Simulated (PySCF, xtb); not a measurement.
(Z)-1,2-difluoro-1-methoxyethene (C3H4F2O), SMILES F/C=C(\F)OC. Other conformers were not sampled.

Harmonic wavenumbers (cm⁻¹) from GFN2-xTB (xtb 6.7.1) at its own minimum, in rising order: 35, 165, 177, 263, 288, 459, 511, 610, 715, 870, 1029, 1104, 1120, 1150, 1204, 1253, 1402, 1456, 1464, 1755, 2965, 2976, 3049, 3137.

### Question
What does PBE-D3(BJ)/def2-SVP (PySCF 2.14.0) give at its own minimum? (Estimate from the structure and the level; the computed values follow.)

### Answer
83, 146, 195, 243, 355, 477, 576, 660, 733, 875, 1016, 1125, 1152, 1166, 1261, 1289, 1408, 1421, 1427, 1766, 2953, 3045, 3103, 3162. Paired by order, the mean absolute difference is 31 cm⁻¹ and the zero-point energies are 41.7 and 42.4 kcal/mol.
